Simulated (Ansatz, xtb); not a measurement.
System: sum formula SiHCl, net charge 1, doublet state. 
Geometry from a B3LYP-D3(BJ)/def2-TZVP (Ansatz, a program for electronic structure) optimisation:
```xyz
3

Si     0.8020    -0.1976     0.6060
H      2.0633    -0.5101    -0.1563
Cl    -0.7818     0.1927    -0.4898
```
Charge +1, spin multiplicity 2.

Harmonic wavenumbers from GFN2-xTB (xtb, at its own minimum), cm⁻¹: 504, 655, 2207.

Problem. Give the harmonic wavenumbers at B3LYP-D3(BJ)/def2-TZVP (Ansatz, finite differences of forces, unscaled).

Solution. 621, 659, 2026 cm⁻¹. Zero-point energy 4.7 kcal/mol.

Problem. From these and the geometry, give the ideal-gas thermochemistry at 298.15 K and 1 atm (rigid rotor, harmonic oscillator).

Solution. Point group Cs, rotational symmetry number 1. Rotational constants 290.7, 7.941, 7.73 GHz. S(trans) 38.41, S(rot) 20.43, S(vib) 0.77, S(elec, spin only) 1.38, S 61.0 cal/(mol K). H(298) - H(0) 2.55 kcal/mol; G - E(el) -10.9 kcal/mol.
